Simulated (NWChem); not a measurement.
CH₃F₃SSi; SMILES CS[Si](F)(F)F

```xyz
9

C     -0.7533     2.2239    -0.0007
S      0.8237     1.2937     0.0006
Si     0.0180    -0.6318     0.0015
F     -0.8983    -0.9225    -1.2814
F      1.2058    -1.6994     0.0251
F     -0.9340    -0.9011     1.2629
H     -1.3408     2.0048     0.9005
H     -0.4766     3.2859     0.0003
H     -1.3389     2.0066    -0.9036
```
Atoms are numbered in this order, from 1.

All runs use the structure optimised with PBE0/def2-SVP.

Problem. Give the principal values of the shielding tensors (ppm) of C1, S2, Si3, F4, F5 from PBE/pcSseg-1, GIAO (NWChem), with their diamagnetic and paramagnetic parts as GIAO splits them.

Solution. 
```json
[
 {"atom": "C1", "σ11": "156.3", "σ22": "160.8", "σ33": "187.7", "isotropic": "168.3", "diamagnetic": "252.5", "paramagnetic": "-84.3"},
 {"atom": "S2", "σ11": "579.7", "σ22": "592.6", "σ33": "788.5", "isotropic": "653.6", "diamagnetic": "1057.7", "paramagnetic": "-404.1"},
 {"atom": "Si3", "σ11": "342.3", "σ22": "378.5", "σ33": "424.5", "isotropic": "381.8", "diamagnetic": "881.0", "paramagnetic": "-499.2"},
 {"atom": "F4", "σ11": "223.0", "σ22": "265.2", "σ33": "385.8", "isotropic": "291.3", "diamagnetic": "470.3", "paramagnetic": "-179.0"},
 {"atom": "F5", "σ11": "240.1", "σ22": "248.9", "σ33": "389.7", "isotropic": "292.9", "diamagnetic": "470.2", "paramagnetic": "-177.3"}
]
```
